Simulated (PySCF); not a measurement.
A calculated (PBE, PySCF 2.14, x2c-TZVPPall, scalar relativity by spin-free X2C-1e) atom or ion has these occupied shells.

| shell | electrons | orbital energy (eV) | rms radius, mean of both spins (bohr) |
| --- | --- | --- | --- |
| 1s α | 1 | -44925.4 | 0.0264 |
| 1s β | 1 | -44925.4 | 0.0264 |
| 2s α | 1 | -7315.4 | 0.107 |
| 2s β | 1 | -7315.4 | 0.107 |
| 2p α | 3 | -6544.3 | 0.0959 |
| 2p β | 3 | -6544.2 | 0.0959 |
| 3s α | 1 | -1605.7 | 0.278 |
| 3s β | 1 | -1604.3 | 0.278 |
| 3p α | 3 | -1362.6 | 0.278 |
| 3p β | 3 | -1361.3 | 0.278 |
| 3d α | 5 | -1024.5 | 0.256 |
| 3d β | 5 | -1023.4 | 0.256 |
| 4s α | 1 | -330.64 | 0.630 |
| 4s β | 1 | -326.93 | 0.630 |
| 4p α | 3 | -250.69 | 0.669 |
| 4p β | 3 | -246.96 | 0.669 |
| 4d α | 5 | -136.62 | 0.743 |
| 4d β | 5 | -132.87 | 0.743 |
| 5s α | 1 | -55.680 | 1.53 |
| 5s β | 1 | -53.416 | 1.53 |
| 5p α | 3 | -36.350 | 1.80 |
| 5p β | 3 | -34.614 | 1.80 |
| 4f α | 5 | -16.289 | 1.17 |

(1) Name the element and its charge.

## Answers

(1) Pm(2+) (promethium, charge +2), in [Xe] 4f5, one real determinant.
